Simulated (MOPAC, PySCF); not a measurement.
H2BBrS2, SMILES `SB(S)Br` (H–S–B–Br torsion 0°, Br–B–S–H torsion -180°), neutral singlet in the gas phase. 

Cartesian coordinates (Å):
SMILES: SB(S)Br
```xyz
6

S      1.3969     0.4981     0.0214
B     -0.2186    -0.2765     0.0032
S     -1.7236     0.6912    -0.0682
Br    -0.4330    -2.1832     0.0591
H      2.1187    -0.6326     0.0767
H     -1.1404     1.9030    -0.0922
```
Charge 0, spin multiplicity 1.

All levels are single points at this geometry (PBE0-D3(BJ)/def2-TZVP); Pople sets use spherical d functions. Orbital energies aren't observables, and empty levels follow the basis.

```tsv
level	HOMO (eV)	LUMO (eV)	gap (eV)	dipole (D)	vertical IE, Delta-SCF (eV)
PBE0-D3(BJ)/def2-TZVP in PySCF	-7.80	-1.14	6.66	1.20	–
ωB97X-D3(BJ)/def2-TZVP in PySCF	-10.17	0.96	11.13	1.21	–
B3LYP/6-31G* in PySCF	-7.48	-1.15	6.33	1.27	9.75
BP86/6-31G* in PySCF	-6.65	-1.95	4.71	1.26	–
M06-2X/6-31G* in PySCF	-8.89	-0.29	8.60	1.34	–
SVWN5/6-31G* in PySCF	-6.65	-2.04	4.60	1.33	–
HF/3-21G in PySCF	-10.77	2.32	13.09	1.36	–
HF/6-31G* in PySCF	-10.54	2.53	13.06	1.32	–
PM6 in MOPAC	-9.63	-1.70	7.93	1.46	–
```
